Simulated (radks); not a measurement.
The numbers below are computed, except where a source is named.
Spin polarisation of the 5d5 shell in Re+. Start: [Xe] 4f14 5d(up 2.5, down 2.5) 6s(up 0.5, down 0.5); electrons of 5d are moved from spin down to spin up, other shells keep equal spins. Code: a radial shooting solver on a logarithmic mesh with Libxc functionals. Model: scalar-relativistic Kohn-Sham, LDA (Slater exchange, Perdew-Wang correlation), spin-polarised, spherical densities, point nucleus.

moment (Bohr magnetons)  E - E(0) (eV)  e(5d up) (eV)  e(5d down) (eV)  6s down minus up (eV)  4f down minus up (eV)
0                                0.000        -13.207          -13.207                  0.000                  0.000
1                               -0.138        -13.468          -12.915                  0.356                  0.103
2                               -0.554        -13.699          -12.588                  0.718                  0.206
3                               -1.250        -13.900          -12.223                  1.089                  0.309
4                               -2.232        -14.071          -11.816                  1.473                  0.412
5                               -3.506        -14.209          -11.364                  1.872                  0.513

At moment 5 the spin-polarisation energy is -3.506 eV and the 5d exchange splitting 2.845 eV, that is 0.569 eV per Bohr magneton; E = -I m^2/4 would give I = 0.561 eV.
